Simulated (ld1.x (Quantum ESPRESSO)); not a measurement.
Ranking PAW potentials for nickel

All share these settings but for the change named:

| Item | Value |
| --- | --- |
| Element | nickel (Ni) |
| Generator | ld1.x (Quantum ESPRESSO) 7.5 |
| Type | PAW |
| Functional | PBE |
| Relativity | scalar-relativistic |
| Frozen core | [Ne] |
| Valence charge | 18 |
| Reference configuration | 3s2 3p6 3d8 4s1.75 4p0.25 |
| Partial waves | 3s (bound): rcut 1.00, rcutus 1.05 bohr; 4s (bound): rcut 1.00, rcutus 1.05 bohr; 3p (bound): rcut 1.10, rcutus 1.15 bohr; 4p (bound): rcut 1.10, rcutus 1.15 bohr; 3d (bound): rcut 1.45, rcutus 1.55 bohr; 3d channel at 0.35 Ry: rcut 1.45, rcutus 1.55 bohr; 4f channel at 0.05 Ry: rc 1.70 bohr |
| Local potential | the f channel |
| Core correction | a·sin(br)/r model core, default radius (core density twice the valence density) |
| Augmentation charge | PSQ, inside the norm-conserving radii |

Test errors are all-electron minus pseudo excitation energies from the reference, over 3s2 3p6 3d8 4s2 4p0; 3s2 3p6 3d8 4s1 4p0; 3s2 3p6 3d8 4s0 4p0; 3s2 3p6 3d9 4s1 4p0; 3s2 3p6 3d8 4s1.5 4p0; 3s2 3p6 3d8 4s0 4p2; 3s2 3p6 3d8 4s1 4p1. None of these files shows a bound ghost.

The base gives 82.8 meV.

Of 10 variants that were run, those that failed, showed a ghost or another fault, or gave nearly equal values are left out.

A variant can come out equal or close to the base, since the largest error may sit in a test that the change hardly touches while other tests move.

(1) Rank these variants by their largest absolute test error, smallest first.
A. core correction a·sin(br)/r model core inside 0.56 bohr
B. wave 4f channel at 0.05 Ry: rc 1.70 bohr becomes 4f channel at 0.05 Ry: rc 1.56 bohr
C. waves 3p (bound): rcut 1.10, rcutus 1.76 bohr; 4p (bound): rcut 1.10, rcutus 1.76 bohr
D. waves 3s (bound): rcut 0.84, rcutus 0.88 bohr; 4s (bound): rcut 0.84, rcutus 0.88 bohr
E. wave 4f channel at 0.05 Ry: rc 1.70 bohr becomes 4f channel at 6.97 Ry: rc 1.70 bohr

## Answers

(1) E (34.3 meV), B (45.6 meV), C (66.0 meV), A (75.4 meV), D (92.7 meV).
